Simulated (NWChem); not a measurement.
System: C₃H₅, doublet; SMILES C=[C]C

NWChem input:

```
start job
memory heap 200 mb stack 900 mb global 1100 mb
geometry units angstroms noautosym nocenter noautoz
  C      0.087530    -1.353071    -0.000038
  C     -0.383790    -0.126600    -0.000191
  C      0.067203     1.265149    -0.000393
  H     -0.567922    -2.231693    -0.000361
  H      1.172424    -1.552582     0.000546
  H      1.172919     1.329898     0.003268
  H     -0.298461     1.804487    -0.889366
  H     -0.304423     1.806866     0.884645
end
basis spherical
  * library 6-31g*
end
dft
  odft
  mult 2
  xc m05-2x
  iterations 150
end
cosmo
  do_cosmo_smd true
  solvent water
end
task dft energy
```

Parts of the log:

```
             Northwest Computational Chemistry Package (NWChem) 7.3.0
             --------------------------------------------------------

                             Geometry "geometry" -> ""
                             -------------------------

 Output coordinates in angstroms (scale by  1.889725989 to convert to a.u.)

  No.       Tag          Charge          X              Y              Z
 ---- ---------------- ---------- -------------- -------------- --------------
    1 C                    6.0000     0.08753000    -1.35307100    -0.00003800
    2 C                    6.0000    -0.38379000    -0.12660000    -0.00019100
    3 C                    6.0000     0.06720300     1.26514900    -0.00039300
    4 H                    1.0000    -0.56792200    -2.23169300    -0.00036100
    5 H                    1.0000     1.17242400    -1.55258200     0.00054600
    6 H                    1.0000     1.17291900     1.32989800     0.00326800
    7 H                    1.0000    -0.29846100     1.80448700    -0.88936600
    8 H                    1.0000    -0.30442300     1.80686600     0.88464500

 Effective nuclear repulsion energy (a.u.)      63.6684545507

                                 NWChem DFT Module
                                 -----------------

 Summary of "ao basis" -> "ao basis" (spherical)
 ------------------------------------------------------------------------------
       Tag                 Description            Shells   Functions and Types
 ---------------- ------------------------------  ------  ---------------------
 C                           6-31g*                  6       14   3s2p1d
 H                           6-31g*                  2        2   2s

 in cosmo_initialize ...
 calling solv_data for solv:h2o

 solvent parameters
 solvname_short: h2o
 solvname_long:  water
 dielec:       78.4000
 dielecinf:     1.7769
 aqueous SMD model solvent descriptors
 dielec:       78.4000
 sola:          0.8200

          ---------------
          -cosmo- solvent
          ---------------
 Cosmo: York-Karplus, doi: 10.1021/jp992097l
 dielectric constant -eps-     =  78.40
 screen = (eps-1)/(eps    )    =   0.98724
 surface charge correction     = lagrangian

   van der Waals surface
 --------------------------

 ---------- ATOMIC COORDINATES (A.U.) ------------ VDWR(ANG.) --
     1    0.16540772   -2.55693343   -0.00007181     1.850
     2   -0.72525794   -0.23923931   -0.00036094     1.850
     3    0.12699526    2.39078494   -0.00074266     1.850
     4   -1.07321696   -4.21728826   -0.00068219     1.200
     5    2.21556010   -2.93395455    0.00103179     1.200
     6    2.21649552    2.51314281    0.00617562     1.200
     7   -0.56400951    3.40998598   -1.68065804     1.200
     8   -0.57527605    3.41448164    1.67173665     1.200
 number of segments per atom =        128
 number of   points per atom =        128
 atom (   nspa,  nppa )
 ----------------------
    1 (     72,     0 )       0
    2 (     62,     0 )       0
    3 (     64,     0 )       0
    4 (     54,     0 )       0
    5 (     54,     0 )       0
    6 (     56,     0 )       0
    7 (     54,     0 )       0
    8 (     55,     0 )       0
 number of -cosmo- surface points =      471
 molecular surface =     83.459 angstrom**2
 molecular volume  =     60.329 angstrom**3
 -lineq- algorithm             =   0
 -bem- low  level              =   3
 -bem- from -octahedral-
 gaussian surface charge width =   4.50000
 degree of switching           =   1.00000
 switching function tolerance  =   0.00010
 atomic radii =
 --------------
    1  6.000  1.850
    2  6.000  1.850
    3  6.000  1.850
    4  1.000  1.200
    5  1.000  1.200
    6  1.000  1.200
    7  1.000  1.200
    8  1.000  1.200
 ...... end of -cosmo- initialization ......

 nat:                     8
 ixmem:                  3618
 calling mnsol_interface()
 G(SMD-CDS) energy (kcal/mol)  =     3.329
 SMD-CDS SASA (angstrom**2)    =   110.809

[...]

                                COSMO-SMD solvation results
                                ---------------------------

             internal energy in gas <Psi(g)|H|Psi(g)> =      -117.194472899992
         internal energy in solvent <Psi(s)|H|Psi(s)> =      -117.193833245775
                               delta internal energy  =         0.000639654218 (    0.40 kcal/mol)
   total free energy in solvent <Psi(s)|H+V/2|Psi(s)> =      -117.198891268278
 polarization energy contribution <Psi(s)|V/2|Psi(s)> =        -0.005058022503 (   -3.17 kcal/mol)
    total free energy in solvent including G(SMD-CDS) =      -117.193585825816
                       G(SMD-CDS) energy contribution =         0.005305442462 (    3.33 kcal/mol)
     1 M fixed-concentration free energy of solvation =         0.000887074176 (    0.56 kcal/mol)

                    DFT Final Alpha Molecular Orbital Analysis
                    ------------------------------------------

 Vector   10  Occ=1.000000D+00  E=-4.587165D-01
              MO Center=  2.7D-02,  1.7D-01,  7.5D-04, r^2= 3.3D+00
   Bfn.  Coefficient  Atom+Function         Bfn.  Coefficient  Atom+Function
  ----- ------------  ---------------      ----- ------------  ---------------
    32      0.274052  3 C  py                 4      0.248401  1 C  py
    31     -0.236712  3 C  px                18     -0.208850  2 C  py
    43     -0.183941  4 H  s                  3      0.165494  1 C  px
    44     -0.156022  4 H  s                 47     -0.151881  6 H  s
    36      0.142254  3 C  py                51      0.133780  8 H  s

 Vector   11  Occ=1.000000D+00  E=-3.258370D-01
              MO Center= -1.4D-01, -5.0D-01, -4.8D-04, r^2= 2.0D+00
   Bfn.  Coefficient  Atom+Function         Bfn.  Coefficient  Atom+Function
  ----- ------------  ---------------      ----- ------------  ---------------
    19      0.382023  2 C  pz                 5      0.377473  1 C  pz
     9      0.293268  1 C  pz                23      0.268191  2 C  pz
    33     -0.147226  3 C  pz                50      0.118830  7 H  s
    52     -0.118491  8 H  s                 49      0.105289  7 H  s
    51     -0.104919  8 H  s                 37     -0.082040  3 C  pz

 Vector   12  Occ=1.000000D+00  E=-2.736582D-01
              MO Center= -3.2D-01, -1.8D-01,  8.4D-05, r^2= 2.1D+00
   Bfn.  Coefficient  Atom+Function         Bfn.  Coefficient  Atom+Function
  ----- ------------  ---------------      ----- ------------  ---------------
    17      0.536932  2 C  px                21      0.448956  2 C  px
    20     -0.266535  2 C  s                 46     -0.212697  5 H  s
    48     -0.203017  6 H  s                 31     -0.144207  3 C  px
    45     -0.141749  5 H  s                  3     -0.135778  1 C  px
    47     -0.133398  6 H  s                 44      0.122220  4 H  s

 Vector   13  Occ=0.000000D+00  E= 6.916766D-02
              MO Center= -1.3D-01, -6.0D-01, -4.5D-04, r^2= 2.4D+00
   Bfn.  Coefficient  Atom+Function         Bfn.  Coefficient  Atom+Function
  ----- ------------  ---------------      ----- ------------  ---------------
     9      0.661916  1 C  pz                23     -0.610088  2 C  pz
    19     -0.423669  2 C  pz                 5      0.386267  1 C  pz
    50     -0.280268  7 H  s                 52      0.278435  8 H  s
    49     -0.092970  7 H  s                 51      0.092608  8 H  s
    37     -0.080040  3 C  pz                39      0.034759  3 C  d -1

 Vector   14  Occ=0.000000D+00  E= 1.744398D-01
              MO Center=  8.3D-02,  8.1D-01,  1.8D-04, r^2= 5.7D+00
   Bfn.  Coefficient  Atom+Function         Bfn.  Coefficient  Atom+Function
  ----- ------------  ---------------      ----- ------------  ---------------
    34      2.063531  3 C  s                 50     -1.041931  7 H  s
    52     -1.043876  8 H  s                 48     -0.866157  6 H  s
    44     -0.832178  4 H  s                  6      0.698883  1 C  s
     8     -0.461313  1 C  py                36      0.453706  3 C  py
    46     -0.429605  5 H  s                 22     -0.171323  2 C  py

 Vector   15  Occ=0.000000D+00  E= 2.100200D-01
              MO Center=  2.1D-01, -1.1D+00, -1.8D-03, r^2= 5.7D+00
   Bfn.  Coefficient  Atom+Function         Bfn.  Coefficient  Atom+Function
  ----- ------------  ---------------      ----- ------------  ---------------
     6      1.890459  1 C  s                 34     -1.358048  3 C  s
    46     -1.264649  5 H  s                 44     -1.246838  4 H  s
    50      0.646952  7 H  s                 52      0.641460  8 H  s
     8     -0.542197  1 C  py                22      0.402666  2 C  py
    48      0.292542  6 H  s                 20      0.210051  2 C  s

                     DFT Final Beta Molecular Orbital Analysis
                     -----------------------------------------

 Vector    9  Occ=1.000000D+00  E=-4.870495D-01
              MO Center= -1.1D-01,  1.3D+00, -2.2D-03, r^2= 1.5D+00
   Bfn.  Coefficient  Atom+Function         Bfn.  Coefficient  Atom+Function
  ----- ------------  ---------------      ----- ------------  ---------------
    33      0.435062  3 C  pz                37      0.227682  3 C  pz
    49     -0.214170  7 H  s                 51      0.213488  8 H  s
    50     -0.157223  7 H  s                 52      0.156721  8 H  s
    19      0.143591  2 C  pz                 5      0.073832  1 C  pz
    23      0.068861  2 C  pz                 9      0.044392  1 C  pz

[...]
```

Level: M05-2X/6-31G* (spherical d), spin-unrestricted, SMD on the gas-phase geometry. Coordinates come from a PBE0/def2-SVP, spin-unrestricted optimisation. No stability test was run on the SCF state. Solvent: water.
